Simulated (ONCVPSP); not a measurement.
## Configuration tests for Zr (ONCV)

- Element: zirconium (Zr)
- Generator: ONCVPSP 4.0.1
- Type: optimised norm-conserving Vanderbilt (ONCV)
- Functional: PBEsol
- Relativity: scalar-relativistic
- Frozen core: [Ar] 3d10
- Valence charge: 12
- Reference configuration: 4s2 4p6 4d3 5s1
- Partial waves: 4s+5s: rc 1.70 bohr, ncon 4, nbas 7, qcut 5.7 1/bohr, 2 projectors; 4p: rc 1.95 bohr, ncon 4, nbas 9, qcut 6.3 1/bohr, 1 projector; 4d: rc 2.55 bohr, ncon 4, nbas 8, qcut 6.3 1/bohr, 2 projectors, debl 3.4 Ha
- Local potential: polynomial inside 1.35 bohr (lpopt 5, dvloc0 6 Ha)
- Core correction: Teter function fitted to the true core (icmod 2), fcfact 0.35

Energies are relative to the spin-unpolarised reference configuration 4s2 4p6 4d3 5s1; without spin polarisation the order of configurations can differ from experiment.

(1) Give the all-electron excitation energy and the error of the potential for: 4s2 4p6 4d2 5s2; 4s2 4p6 4d2 5s1; 4s2 4p6 4d2 5s0; 4s2 4p5 4d2 5s2.

Results:

(1)

| valence configuration | charge | ΔE all-electron (eV) | error AE − PS (meV) |
| --- | --- | --- | --- |
| 4s2 4p6 4d2 5s2 | 0 | -1.209 | +2.2 |
| 4s2 4p6 4d2 5s1 | +1 | 5.962 | +1.8 |
| 4s2 4p6 4d2 5s0 | +2 | 18.872 | +0.1 |
| 4s2 4p5 4d2 5s2 | +1 | 36.761 | -17 |
